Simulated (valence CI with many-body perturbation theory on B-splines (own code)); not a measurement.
# Energy levels of K XV

Calculated by configuration interaction combined with many-body perturbation theory (CI+MBPT): three valence electrons over a frozen Dirac-Fock core [He], a basis of 11 s, 11 p, 10 d, 8 f, 5 g, 2 h functions for each j, with the one-electron correlation potential Σ1, the two-electron term Σ2, the three-electron term Σ3, Breit, model QED; selected CI, second order for the rest, scaled by the run's own slope (own B-spline code, finite nucleus).

No measured spectrum was set against this ion. As an estimate, levels of excited configurations hold to 0.05 to 0.15 % of their energy, terms of the ground configuration to about 0.5 %.

Levels 91 to 135 of 192, with energies above the lowest level, 2s2 2p 2P°_1/2. "Leading %" is the weight of the configuration and term that name the level; weights of strongly mixed levels are sums over their largest components and can fall short. In the jj column 3d3/2^4 stands for four electrons in 3d with j = 3/2. Lifetimes count E1, E2, E3, M1 and M2 decay at the calculated energies, and are blank where another channel may lead or the interval is too uncertain; long ones can be off by a factor of two.

| No. | Configuration | Term | J | E (eV) | Leading % | Leading jj | g | Lifetime |
| --- | --- | --- | --- | --- | --- | --- | --- | --- |
| 91 | 2p2 3p | 2F° | 5/2 | 592.86 | 87 | 2p1/2 2p3/2 3p1/2 (28 %) | 0.882 | 1.75 ps |
| 92 | 2p2 3d | 4F | 7/2 | 592.88 | 92 | 2p1/2 2p3/2 3d5/2 (73 %) | 1.249 | 30.0 ps |
| 93 | 2p2 3p | 2F° | 7/2 | 593.54 | 92 | 2p3/2^2 3p3/2 (48 %) | 1.150 | 1.70 ps |
| 94 | 2p2 3d | 4F | 9/2 | 594.24 | 97 | 2p1/2 2p3/2 3d5/2 (50 %) | 1.326 | 131 ps |
| 95 | 2p2 3d | 2P | 3/2 | 594.35 | 54 | 2p1/2 2p3/2 3d3/2 (68 %) | 1.242 | 906 fs |
| 96 | 2p2 3d | 4D | 1/2 | 594.69 | 84 | 2p1/2 2p3/2 3d3/2 (98 %) | 0.122 | 3.03 ps |
| 97 | 2p2 3d | 4D | 5/2 | 594.89 | 46 | 2p1/2 2p3/2 3d3/2 (52 %) | 1.144 | 1.95 ps |
| 98 | 2p2 3d | 4D | 7/2 | 595.68 | 65 | 2p1/2 2p3/2 3d5/2 (51 %) | 1.332 | 29.7 ps |
| 99 | 2p2 3d | 4D | 3/2 | 595.88 | 52 | 2p1/2 2p3/2 3d5/2 (66 %) | 1.257 | 986 fs |
| 100 | 2p2 3d | 2F | 5/2 | 596.22 | 57 | 2p1/2 2p3/2 3d5/2 (76 %) | 1.082 | 1.24 ps |
| 101 | 2p2 3p | 2D° | 3/2 | 597.19 | 87 | 2p1/2 2p3/2 3p1/2 (36 %) | 0.863 | 658 fs |
| 102 | 2p2 3p | 2D° | 5/2 | 597.39 | 96 | 2p1/2 2p3/2 3p3/2 (54 %) | 1.197 | 631 fs |
| 103 | 2p2 3d | 2P | 1/2 | 597.71 | 83 | 2p3/2^2 3d5/2 (61 %) | 0.604 | 556 fs |
| 104 | 2p2 3d | 2F | 7/2 | 598.72 | 68 | 2p3/2^2 3d5/2 (78 %) | 1.213 | 1.92 ps |
| 105 | 2p2 3d | 4P | 5/2 | 599.05 | 85 | 2p1/2 2p3/2 3d5/2 (43 %) | 1.563 | 172 fs |
| 106 | 2p2 3s | 2S | 1/2 | 599.62 | 74 | 2p3/2^2 3s (59 %) | 2.037 | 605 fs |
| 107 | 2p2 3d | 4P | 3/2 | 599.77 | 92 | 2p1/2 2p3/2 3d3/2 (40 %) | 1.696 | 161 fs |
| 108 | 2p2 3p | 2P° | 1/2 | 599.96 | 96 | 2p1/2 2p3/2 3p3/2 (80 %) | 0.666 | 1.00 ps |
| 109 | 2p2 3d | 4P | 1/2 | 600.20 | 86 | 2p3/2^2 3d3/2 (45 %) | 2.551 | 171 fs |
| 110 | 2p2 3p | 2P° | 3/2 | 601.85 | 87 | 2p3/2^2 3p3/2 (71 %) | 1.294 | 925 fs |
| 111 | 2p2 3d | 2G | 7/2 | 604.61 | 91 | 2p1/2 2p3/2 3d3/2 (42 %) | 0.910 | 4.29 ps |
| 112 | 2p2 3d | 2D | 5/2 | 604.98 | 90 | 2p1/2 2p3/2 3d5/2 (45 %) | 1.173 | 201 fs |
| 113 | 2p2 3d | 2G | 9/2 | 605.00 | 97 | 2p3/2^2 3d5/2 (50 %) | 1.117 | 418 ps |
| 114 | 2p2 3d | 2D | 3/2 | 605.16 | 94 | 2p1/2 2p3/2 3d5/2 (54 %) | 0.817 | 256 fs |
| 115 | 2p2 3d | 2D | 3/2 | 608.00 | 97 | 2p1/2 2p3/2 3d3/2 (40 %) | 0.809 | 207 fs |
| 116 | 2p2 3d | 2D | 5/2 | 608.44 | 59 | 2p1/2 2p3/2 3d3/2 (40 %) | 1.074 | 156 fs |
| 117 | 2p2 3d | 2F | 7/2 | 609.28 | 94 | 2p1/2 2p3/2 3d5/2 (52 %) | 1.133 | 118 fs |
| 118 | 2p2 3d | 2F | 5/2 | 610.60 | 53 | 2p3/2^2 3d5/2 (65 %) | 1.017 | 150 fs |
| 119 | 2p2 3d | 2P | 1/2 | 611.34 | 97 | 2p1/2 2p3/2 3d5/2 (41 %) | 0.683 | 229 fs |
| 120 | 2p2 3d | 2P | 3/2 | 612.45 | 94 | 2p3/2^2 3d5/2 (52 %) | 1.327 | 213 fs |
| 121 | 2p2 3d | 2S | 1/2 | 613.60 | 89 | 2p1/2 2p3/2 3d5/2 (26 %) | 1.999 | 376 fs |
| 122 | 2p2 3p | 2P° | 1/2 | 614.37 | 92 | 2p3/2^2 3p1/2 (74 %) | 0.665 | 925 fs |
| 123 | 2p2 3p | 2P° | 3/2 | 614.80 | 91 | 2p3/2^2 3p3/2 (69 %) | 1.332 | 1.02 ps |
| 124 | 2p2 3d | 2D | 5/2 | 626.74 | 93 | 2p3/2^2 3d5/2 (68 %) | 1.199 | 319 fs |
| 125 | 2p2 3d | 2D | 3/2 | 627.13 | 94 | 2p3/2^2 3d3/2 (75 %) | 0.799 | 267 fs |
| 126 | 2s2 4s | 2S | 1/2 | 654.73 | 94 | 2s^2 4s (94 %) | 2.002 | 2.59 ps |
| 127 | 2s2 4p | 2P° | 1/2 | 660.83 | 94 | 2s^2 4p1/2 (94 %) | 0.665 | 4.83 ps |
| 128 | 2s2 4p | 2P° | 3/2 | 661.24 | 94 | 2s^2 4p3/2 (94 %) | 1.334 | 4.93 ps |
| 129 | 2s2 4d | 2D | 3/2 | 666.27 | 95 | 2s^2 4d3/2 (95 %) | 0.799 | 555 fs |
| 130 | 2s2 4d | 2D | 5/2 | 666.38 | 95 | 2s^2 4d5/2 (95 %) | 1.200 | 559 fs |
| 131 | 2s2 4f | 2F° | 5/2 | 669.29 | 94 | 2s^2 4f5/2 (94 %) | 0.856 | 1.33 ps |
| 132 | 2s2 4f | 2F° | 7/2 | 669.34 | 94 | 2s^2 4f7/2 (94 %) | 1.143 | 1.33 ps |
| 133 | 2s 2p 4s | 4P° | 1/2 | 685.07 | 95 | 2s 2p1/2 4s (95 %) | 2.591 | 2.62 ps |
| 134 | 2s 2p 4s | 4P° | 3/2 | 686.12 | 93 | 2s 2p1/2 4s (70 %) | 1.709 | 2.55 ps |
| 135 | 2s 2p 4s | 2P° | 1/2 | 687.88 | 95 | 2s 2p1/2 4s (75 %) | 0.739 | 2.39 ps |

Names give the largest LS component (configuration and term), which can be under half, so a name can repeat, a term be missing and a line seem to break the LS rules; names also repeat where a configuration has a term twice.
